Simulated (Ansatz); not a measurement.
Basis-set extrapolation for C2H6AlO, SMILES `[CH2][Al]([CH3])[OH]` radical (PBE0-D4/def2-TZVP geometry, frozen core, the Gaussian-basis code of Ansatz). Multiplicity 2, UHF reference.

```tsv
	def2-TZVPP	def2-QZVPP
HF	-396.117385	-396.132221
MP2 correlation	-0.641462	-0.688432
CCSD(T) correlation	-0.703474	not run
```

Energies in hartree. Use E(X) = E(∞) + A·exp(−7.88·√X) for Hartree–Fock and E(X) = E(∞) + B·X^(−2.97) for correlation, with X = 3 and 4, and add CCSD(T) minus MP2 of the smaller set to the MP2 limit.

Question: What is the CCSD(T) energy at the basis-set limit?

Answer: HF limit: -396.132221 + (-0.014836) × 0.13774 = -396.13426. MP2 limit: -0.688432 + (-0.046970) × 0.74074 = -0.72322. Higher-order term: -0.703474 − (-0.641462) = -0.06201. Total: -396.91949 hartree, 61.9 kcal/mol below CCSD(T)/def2-TZVPP.
